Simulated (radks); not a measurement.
Results of a calculation; reference values are marked as such.
Species: Ne3+. Configuration: [He] 2s2 2p(up 1.5, down 1.5) (fractional occupations, a model configuration).

Level of theory: non-relativistic Kohn-Sham, BLYP, spin-polarised, spherical densities, point nucleus (a radial shooting solver on a logarithmic mesh with Libxc functionals).

Energy parts (hartree):
total: -124.07403
kinetic: 123.86824
electron-nucleus: -280.84058
Hartree: 43.32106
exchange-correlation: -10.42276

Orbitals (lengths in bohr, moments of r in powers of bohr; <r^-3> diverges for s and p1/2; r(max) is where P^2 peaks):
1s: occ. 2; eigenvalue (hartree) -33.60287; r(max) 0.1028
2s: occ. 2; eigenvalue (hartree) -3.78698; r(max) 0.6457
2p: occ. 3; eigenvalue (hartree) -2.96265; <r^-3> 16.51; r(max) 0.5578

The highest occupied level is 2p at -80.618 eV. Summed over all electrons, <r^2> = 3.711 bohr^2, which gives a Langevin (diamagnetic) susceptibility term of -2.94 x 10^-6 cm^3/mol. Virial ratio -V/T = 2.00166.
